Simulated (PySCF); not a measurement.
Rows and methods have been separated. Pair them.

C3BCl2F3.
Geometry (PBE0-D3(BJ)/def2-SVP, Å), atoms numbered from 1 in this order:
```xyz
9
C3BCl2F3 angstrom
F     -2.1817   -1.4150    0.6681
C     -1.8707   -0.2863    0.0368
F     -2.3598   -0.3568   -1.1976
F     -2.4717    0.7193    0.6657
C     -0.4144   -0.0754    0.0098
C      0.7857    0.1098   -0.0190
B      2.2885    0.3406   -0.0523
Cl     2.9694    1.4099   -1.2465
Cl     3.3141   -0.4635    1.1027
```

The closed-shell ground state was solved 3 times with PySCF (density fitting, gas phase), always with PBE0, in these basis sets: STO-3G, cc-pVTZ and pcSseg-0.

```tsv
row	total energy (Eh)	HOMO (eV)	LUMO (eV)	dipole (D)
P	-1358.5781	-9.12	-2.87	0.82
Q	-1342.3676	-7.01	-0.55	1.31
R	-1356.3247	-9.62	-3.25	0.60
```

**Question.** Which basis belongs to which row?

**Answer.** P = cc-pVTZ, Q = STO-3G, R = pcSseg-0. From the lowest total energy up: cc-pVTZ (278 functions) 0 eV; pcSseg-0 (89 functions) +61.32 eV; STO-3G (53 functions) +441.11 eV.
